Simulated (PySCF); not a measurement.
## Optical rotation: `C[C@@H]1[C@H](F)[C@H]1[Si@@H](C)Cl`, C₅H₁₀ClFSi

Molfile (atoms numbered from 1):
```
C5H10ClFSi
     RDKit          3D

 18 18  0  0  0  0  0  0  0  0999 V2000
    2.7458   -0.2005    0.0891 C   0  0  0  0  0  0  0  0  0  0  0  0
    1.4153   -0.0200   -0.5954 C   0  0  2  0  0  0  0  0  0  0  0  0
    0.6290    1.2326   -0.4044 C   0  0  2  0  0  0  0  0  0  0  0  0
    1.1225    2.1983    0.4251 F   0  0  0  0  0  0  0  0  0  0  0  0
    0.1416   -0.0410    0.2228 C   0  0  1  0  0  0  0  0  0  0  0  0
   -1.4354   -0.8864   -0.3743 Si  0  0  1  0  0  4  0  0  0  0  0  0
   -2.9556   -0.0512    0.3940 C   0  0  0  0  0  0  0  0  0  0  0  0
   -1.5139   -0.6970   -2.3917 Cl  0  0  0  0  0  0  0  0  0  0  0  0
    2.7580    0.3220    1.0424 H   0  0  0  0  0  0  0  0  0  0  0  0
    2.9396   -1.2571    0.2655 H   0  0  0  0  0  0  0  0  0  0  0  0
    3.5466    0.1990   -0.5306 H   0  0  0  0  0  0  0  0  0  0  0  0
    1.3642   -0.4559   -1.5863 H   0  0  0  0  0  0  0  0  0  0  0  0
    0.1010    1.6940   -1.2296 H   0  0  0  0  0  0  0  0  0  0  0  0
    0.3155   -0.0794    1.2918 H   0  0  0  0  0  0  0  0  0  0  0  0
   -1.3674   -2.3167   -0.0656 H   0  0  0  0  0  0  0  0  0  0  0  0
   -2.9462   -0.1404    1.4758 H   0  0  0  0  0  0  0  0  0  0  0  0
   -2.9932    1.0081    0.1516 H   0  0  0  0  0  0  0  0  0  0  0  0
   -3.8762   -0.5021    0.0350 H   0  0  0  0  0  0  0  0  0  0  0  0
  1  2  1  0
  2  3  1  0
  3  4  1  0
  3  5  1  0
  5  6  1  0
  6  7  1  0
  6  8  1  0
  5  2  1  0
  1  9  1  0
  1 10  1  0
  1 11  1  0
  2 12  1  6
  3 13  1  6
  5 14  1  1
  6 15  1  6
  7 16  1  0
  7 17  1  0
  7 18  1  0
M  END
```

Computed, not measured: TDDFT CAM-B3LYP/def2-SVPD circular dichroism and optical rotation, one conformer, gas phase in PySCF. Geometry: GFN2-xTB.

The molecule is flexible and this is one conformer; a measurement averages over conformers.

Stereocentres: C2 R, C3 S, C5 S, Si6 R.

**Question.** Give the optical rotatory dispersion at 633, 589.3, 546, 436, 405, 365, 355 nm.

**Answer.** [α] in deg dm⁻¹ (g/mL)⁻¹:
| λ (nm) | origin-invariant length gauge | modified velocity gauge | length gauge (centre of mass) | isotropic polarisability (au) |
| --- | --- | --- | --- | --- |
| 633 | -71.0 | -79.1 | -70.5 | 97.8 |
| 589.3 | -83.2 | -92.7 | -82.6 | 98.1 |
| 546 | -98.8 | -110.0 | -98.1 | 98.5 |
| 436 | -167.8 | -186.0 | -166.5 | 100.2 |
| 405 | -201.4 | -223.1 | -199.9 | 100.9 |
| 365 | -263.6 | -291.1 | -261.5 | 102.2 |
| 355 | -283.9 | -313.3 | -281.6 | 102.6 |

**Question.** And for the mirror image at 589.3 nm?

**Answer.** +83.2 deg dm⁻¹ (g/mL)⁻¹ (origin-invariant length gauge): the same size and the opposite sign.

**Question.** What is the molar rotation [Φ] = [α]·M/100 of the geometry above at 589.3 nm?

**Answer.** With M = 152.67 g/mol, -127.0 deg cm² dmol⁻¹ (origin-invariant length gauge).

The first excitation lies at 7.54 eV (164 nm) with R = +0.9 × 10⁻⁴⁰ esu² cm² (velocity form).
